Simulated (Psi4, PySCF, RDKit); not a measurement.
Relaxed torsion scan: C10H16O, SMILES CC(C)(C)CCc1ccco1, singlet. Scanned: dihedral C5–C6–C7–O11; all other coordinates were relaxed at GFN2-xTB. Points at φ and −φ are mirror images. Heavy atoms are numbered in the order of the SMILES CC(C)(C)CCc1ccco1, hydrogens after them in the order of the atoms that carry them; the mirror image has the same energies with the sign of each dihedral reversed.

RKS-B3LYP/6-31G* = restricted B3LYP/6-31G*, spherical d, density fitting // GFN2-xTB in PySCF; MMFF94 // GFN2-xTB (RDKit); PBE-D3(BJ)/def2-SVP // GFN2-xTB (Psi4).

Energies relative to the lowest point of each profile, in kJ/mol:

```
φ / °  RKS-B3LYP/6-31G*  MMFF94
-----  ----------------  ------
-135               3.59    2.70
-120               3.80    1.58
-105               3.21    0.59
-90                1.76    0.00
-30                4.56    5.00
15                 7.36    6.15
45                 1.60    3.19
75                 0.29    0.18
90                 1.76    0.00
105                3.21    0.59
120                3.80    1.58
180                0.90    5.02
```

Task: What does PBE-D3(BJ)/def2-SVP give at the same points?

Result: -135: 3.31; -120: 3.68; -105: 3.23; -90: 1.77; -30: 3.97; 15: 6.46; 45: 1.42; 75: 0.52; 90: 1.77; 105: 3.23; 120: 3.68; 180: 0.00 (kJ/mol).
